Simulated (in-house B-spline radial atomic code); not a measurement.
Settings and results of a run for Sb VII (Sb6+) (an excited or competing configuration). Level of theory: scalar-relativistic (X2C) r2SCAN0, spin-polarised, spherical fractional occupations, exact exchange averaged over the configuration, Fermi nucleus of rms radius 4.6802 fm; calculated with a radial B-spline atomic code at the basis-set limit.

Command:
```bash
python run_scf.py task.json out
```
Settings (nuclear radius in fm, mass in u):
```
Z                51
configuration    [Kr] 4d8 5f1
hamiltonian      x2c
method           r2scan0
spin_polarised   True
nucleus          fermi
rms_radius       4.6802
atomic_mass      120.90381
speed_of_light   137.035999084
exact_exchange   averaged over the configuration
```

Output (hartree, bohr):
```
 radial grid: 68 intervals, B-splines of order 8, outer radius 21.6418 bohr

 iter        energy (Eh)    residual
    1       -6468.464484    1.11e-01
    2       -6468.474660    1.84e-03
    3       -6468.474668    9.42e-04
    4       -6468.474670    4.90e-04
    5       -6468.474671    2.78e-05
    6       -6468.474671    3.68e-06
    7       -6468.474671    1.21e-06
    8       -6468.474671    1.76e-07

 total energy                     -6468.47467
 kinetic                            6826.9237
 electron-nucleus                 -15555.1387
 Hartree                            2428.4812
 exact exchange                      -41.4036
 exchange-correlation               -127.3372

 orbital      occ     eigenvalue          <r>       <r^2>       <1/r>       r_max
 1s up      1.000     -1120.2953    0.0278339  0.00105949     56.8756     0.01765
 1s down    1.000     -1120.2953    0.0278338  0.00105949     56.8757     0.01765
 2s up      1.000      -174.8556     0.122031   0.0176287     12.9321      0.1035
 2s down    1.000      -174.8177      0.12202   0.0176258     12.9336      0.1035
 2p up      3.000      -157.3011     0.106862    0.013959     11.9724     0.08276
 2p down    3.000      -157.2700     0.106848   0.0139554     11.9738     0.08276
 3s up      1.000       -37.6659     0.329185    0.124034     4.55268      0.2994
 3s down    1.000       -37.6532     0.329139    0.123975      4.5521      0.2995
 3p up      3.000       -31.8683     0.327557    0.124585     4.24451       0.293
 3p down    3.000       -31.8513     0.327484    0.124495     4.24413       0.293
 3d up      5.000       -23.0023     0.304785    0.110088     3.98305      0.2444
 3d down    5.000       -22.9669     0.304912     0.11016     3.98099      0.2446
 4s up      1.000        -9.2482     0.782572    0.690223       1.793      0.7207
 4s down    1.000        -9.1161     0.782336    0.690089     1.79463      0.7198
 4p up      3.000        -7.4140     0.834125    0.789569     1.63294      0.7573
 4p down    3.000        -7.2699     0.834706    0.791147     1.63256      0.7566
 4d up      5.000        -4.6594     0.950382      1.0431     1.38189       0.826
 4d down    3.000        -4.5493     0.954559     1.05401     1.37823      0.8266
 5f up      1.000        -1.1612       3.3497     12.9275    0.418285        3.37
```

Cost of the run: 0.62 s on 1 thread of Arm Neoverse N1, with other jobs on the host.

One-electron X2C: radii and densities carry no picture-change correction, so inner-shell <1/r> comes out high (for 1s by about 2 % at Z = 33, 5 % at 54, 10 % at 75, 30 % at 118) and <r> low.
